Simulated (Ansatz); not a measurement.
Relaxation of Cl₂GeH₄S (8 atoms, charge 0, multiplicity 1), to a largest force component of 0.03 eV/Å in at most 50 steps.

Computed with RKS PBE-D4/def2-SVP (Ansatz).

```xyz
8
Properties=species:S:1:pos:R:3:forces:R:3
Ge -0.072 -0.186 -0.009 -0.09 -0.31 0.25
Cl -0.186 -0.483 2.178 -0.01 0.04 -0.32
Cl 1.991 -0.473 -0.635 -0.02 0.00 0.00
H -0.580 1.214 -0.375 -0.01 0.03 -0.02
H -0.856 -1.384 -0.599 0.00 0.01 -0.01
S 1.514 2.603 1.282 -0.11 -0.06 0.45
H 2.496 1.668 1.150 -0.04 0.02 0.01
H 0.883 1.853 2.260 0.28 0.27 -0.36
```

Problem. Where does it end, and by what steps?

Solution. The forces met the threshold. The force dipped under the threshold on the way, but the program's further checks kept it going. After 9 steps the energy has fallen by 0.064 eV; H7 moved furthest, 0.31 Å.

| step | energy less start (eV) | largest force component (eV/Å) | accepted |
| --- | --- | --- | --- |
| 0 | 0.0000 | 0.451 | yes |
| 1 | -0.0490 | 0.314 | yes |
| 2 | -0.0353 | 0.399 | no |
| 3 | -0.0562 | 0.130 | yes |
| 4 | -0.0602 | 0.049 | yes |
| 5 | -0.0629 | 0.012 | yes |
| 6 | -0.0628 | 0.197 | no |
| 7 | -0.0638 | 0.025 | yes |
| 8 | -0.0639 | 0.045 | yes |
| 9 | -0.0639 | 0.011 | yes |

```xyz
8
Properties=species:S:1:pos:R:3
Ge -0.123 -0.278 -0.024
Cl -0.345 -0.530 2.128
Cl 1.985 -0.535 -0.504
H -0.548 1.151 -0.408
H -0.883 -1.442 -0.696
S 1.587 2.768 1.485
H 2.401 1.839 0.908
H 1.115 1.840 2.364
```

Whether the end is a true minimum wasn't checked by a vibrational analysis.

Time of the run: 19 s on 2 threads of Arm Neoverse V1, on a shared host, peak memory 0.15 GiB.
